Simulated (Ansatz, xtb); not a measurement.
**Relative energy of two isomers of C2H7F3GeSi**

Structure a is `F[CH](F)[Ge@H]([F])[CH2][SiH3]`, a singlet and structure b is `FC(F)(F)[CH2][GeH2][SiH3]`, a singlet. Both are isolated molecules in the gas phase, relaxed with B3LYP/def2-SVP; the shapes shown needn't be the lowest conformers.

a (Å):

```yaml
atoms:
  - { symbol: C, position_ang: [-0.6533, -1.4491, -2.0757] }
  - { symbol: C, position_ang: [0.8317, 0.4668, 0.0608] }
  - { symbol: F, position_ang: [0.5514, -1.4248, -2.7130] }
  - { symbol: F, position_ang: [-0.6697, -2.5391, -1.2425] }
  - { symbol: F, position_ang: [-1.0560, 1.5109, -2.0346] }
  - { symbol: Ge, position_ang: [-0.8244, 0.1712, -0.9213] }
  - { symbol: Si, position_ang: [1.5574, -1.0051, 1.0163] }
  - { symbol: H, position_ang: [-1.4437, -1.5844, -2.8352] }
  - { symbol: H, position_ang: [-2.1015, 0.1070, -0.0625] }
  - { symbol: H, position_ang: [1.5777, 0.8160, -0.6729] }
  - { symbol: H, position_ang: [0.6531, 1.2978, 0.7637] }
  - { symbol: H, position_ang: [2.0590, -2.0421, 0.0748] }
  - { symbol: H, position_ang: [2.6904, -0.5254, 1.8608] }
  - { symbol: H, position_ang: [0.5224, -1.6050, 1.9077] }
```

b (Å):

```xyz
14

C    -1.1641    1.4638   -1.3592
C    -1.6278    0.1050   -1.8092
F     0.1807    1.5478   -1.3120
F    -1.6205    1.7613   -0.1210
F    -1.5915    2.4438   -2.1761
Ge   -0.9658   -1.4189   -0.6984
Si   -1.2961   -1.0254    1.6464
H    -1.2974   -0.0456   -2.8476
H    -2.7276    0.0993   -1.8016
H     0.5213   -1.6613   -1.0336
H    -1.7683   -2.6517   -1.1732
H    -2.7084   -0.6153    1.8939
H    -1.0217   -2.2878    2.3944
H    -0.3733    0.0387    2.1301
```

Problem. Which of the two would you expect CCSD(T)/def2-SVP + ΔMP2/def2-TZVPP electronic energies to favour?

Solution. Structure a; the calculation gives E(b) − E(a) = +0.509 eV.

How the difference moves with the method:

| level | geometry | E(b) − E(a) (eV) | departure from the last row (eV) | job, with rough time for the two |
| --- | --- | --- | --- | --- |
| B3LYP/def2-SVP | B3LYP/def2-SVP | +0.231 | −0.279 | optimisation, 4.4 min |
| HF/def2-SVP | B3LYP/def2-SVP | +0.262 | −0.247 | part of the CCSD(T) run |
| MP2/def2-SVP | B3LYP/def2-SVP | +0.296 | −0.214 | part of the CCSD(T) run |
| CCSD(T)/def2-SVP | B3LYP/def2-SVP | +0.192 | −0.317 | single point |
| CCSD(T)/def2-SVP + ΔMP2/def2-TZVPP | B3LYP/def2-SVP | +0.509 |  | single point, 3.2 min |

As drawn, b has 1 C–F, 1 C–C, 1 Ge–Si, 1 Ge–H in place of 1 C–Ge, 1 F–Ge, 1 C–Si, 1 C–H.

None of the levels shown reverses the order. The largest departure from CCSD(T)/def2-SVP + ΔMP2/def2-TZVPP is that of CCSD(T)/def2-SVP, 0.317 eV. Levels run at GFN2-xTB geometries aren't shown. The last row adds to CCSD(T) the change of the MP2 difference between the two basis sets, here +0.317 eV, a large step that makes the value less sure.

With thermal terms from frequencies at re-optimised GFN2-xTB minima (ideal gas, soft modes damped towards free rotors, one conformer each, 298.15 K, 1 atm): the zero-point term adds −0.010 eV; ΔH is +0.476 and ΔG +0.536 eV.

The correlated steps freeze 19 core orbitals; the filled d shell of Ge is correlated, in a basis made for valence electrons. Mirror images aren't counted in ΔG. Programs: Ansatz 0.2.0, xtb 6.7.1; the last row on 2 threads of Intel(R) Xeon(R) Processor @ 2.70GHz on a shared host.
